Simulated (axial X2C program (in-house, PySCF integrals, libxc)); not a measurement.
# LiSr⁻: cheaper levels and CCSD(T), two-component

Calculated with an axial X2C code built on PySCF integrals. Two-component (2c) means X2C with spin–orbit coupling and atomic mean-field two-electron Coulomb and Gaunt terms. Basis: Sr dyall-acv3z [14s13p9d6f1g], Li dyall-av3z [9s9p3d] (cores contracted in-house); Gaussian nuclei, density fitting, unrestricted open shells. Masses: Sr 87.906 u, Li 7.016 u.

State: Ω = 0 (closed shell); fragments Sr + Li-.

| level | Re (Å) | ωe (cm⁻¹) | De (eV) |
| --- | --- | --- | --- |
| PBE0 | 3.884 | 143.0 | 0.574 |
| HF | 4.181 | 110.9 | 0.299 |
| MP2 | 3.960 | 132.6 | 0.447 |
| CCSD | 3.907 | 142.5 | 0.512 |
| r2SCAN | 3.878 | 146.0 | 0.607 |

Correlated methods: 12 electrons correlated (number of frozen shells: Sr 3 s, 2 p, 1 d; Li 1 s), 286 virtual spin orbitals or spinors in MP2, 90 natural virtuals in coupled cluster.

CCSD(T), same Hamiltonian and basis:

Re = 3.868 Å, ωe = 149.2 cm⁻¹, De = 0.55 eV; T1 = 0.028 (Lee–Taylor normalisation).

Give the differences from CCSD(T) in the columns below.



```
 level  ΔRe (Å)  Δωe (cm⁻¹)  ΔDe (eV)
  PBE0    0.016        -6.2      0.02
    HF    0.313       -38.3     -0.25
   MP2    0.092       -16.6     -0.10
  CCSD    0.039        -6.7     -0.04
r2SCAN    0.010        -3.2      0.06
```

The state is one determinant whose occupation by symmetry is held fixed; it was picked as the lowest of a PBE0 search that is not exhaustive. De is counted from the lowest determinant-based energies of the atoms at the same level, without counterpoise correction. CCSD and (T) use frozen natural virtuals with an MP2 correction for the truncation; (T) itself is uncorrected, so its De runs slightly low. Other states lie close and PBE0, whose exact exchange favours high spin, may order them wrongly; the determinant shown need not be the ground state. The nearest other 2c determinant of the search, Ω = 2, lies 0.45 eV up at the distance of the search. The highest occupied level of some functionals is positive through self-interaction error; at Hartree–Fock it is bound. The T1 diagnostic is large, a sign of multireference character. Hartree–Fock gets electron affinities wrong, so its lowest charge split need not be the true one.
